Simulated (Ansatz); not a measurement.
ClH₂MoNO₂ (`[NH2][Mo](=[O])(=[O])[Cl]`). Total charge 0; spin multiplicity 1. Mo takes the def2 core potential.

```tsv
atom	x (Å)	y (Å)	z (Å)
N1	0.3250	0.2759	-1.1188
Mo2	-0.1194	-0.1624	0.6894
O3	0.6496	-1.5938	1.0912
O4	0.3998	1.0838	1.6789
Cl5	-2.3612	-0.4175	0.8983
H6	0.6291	-0.4068	-1.7981
H7	0.4770	1.2210	-1.4409
```

**Question.** List the harmonic frequencies (cm⁻¹, unscaled) at PBE0-D4/def2-TZVP in Ansatz. (Estimate.)

**Answer.** Computed: 166, 183, 232, 252, 337, 383, 435, 502, 665, 738, 1042, 1068, 1537, 3569, 3677.

**Question.** Is this a minimum?

**Answer.** Yes, all 15 modes are real.

**Question.** Give the ideal-gas thermochemistry at 298.15 K and 1 bar (rigid rotor, harmonic oscillator; point group Cs, symmetry number 1).

**Answer.** Zero-point energy 88.4 kJ/mol; H(298) − E = 108.0 kJ/mol; entropy 342.4 J/(mol·K), of which translation 173.6, rotation 115.0, vibration 53.9; G(298) − E = 5.9 kJ/mol.
